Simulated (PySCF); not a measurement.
Zn(Br)(OSiH3) (BrH₃OSiZn), SMILES [SiH3][O][Zn][Br].

Geometry optimised at TPSSh-D3(BJ)/def2-SVP. The structure was generated by enumeration; whether it is a known compound was not checked. The values are those of a single conformer.

These are PySCF with TDDFT-PBE/def2-SVPD values and carry that method's errors.

Vertical excitations. The molecule is in vacuum. State labels are in the subgroup Cs.

Question: Give excitation energies, oscillator strengths and character. (The exact figures need the calculation; the answer reports its results.)

Answer: 
```csv
state,symmetry,energy (eV),λ (nm),f,main pairs
S1,A",4.49,276,0.000,HOMO→LUMO 100 %
S2,A',4.73,262,0.020,HOMO−1→LUMO 99 %
S3,A",5.08,244,0.020,HOMO−2→LUMO 100 %
S4,A',5.09,244,0.022,HOMO−3→LUMO 99 %
S5,A",5.98,207,0.001,HOMO→LUMO+1 100 %
S6,A',6.11,203,0.013,"HOMO→LUMO+2 70 %, HOMO−1→LUMO+1 29 %"
S7,A",6.24,199,0.000,HOMO−1→LUMO+2 99 %
S8,A',6.33,196,0.028,"HOMO−1→LUMO+1 61 %, HOMO→LUMO+2 22 %, HOMO−5→LUMO 9 %"
S9,A",6.45,192,0.010,HOMO−4→LUMO 98 %
S10,A",6.53,190,0.002,HOMO−2→LUMO+1 96 %
T1,A",4.27,290,0,HOMO→LUMO 100 %
T2,A',4.43,280,0,HOMO−1→LUMO 100 %
T3,A',4.78,259,0,HOMO−3→LUMO 99 %
T4,A",4.78,259,0,HOMO−2→LUMO 100 %
```
Triplets are in the Tamm–Dancoff approximation, which puts them higher than full response would, so one can lie above its singlet here.
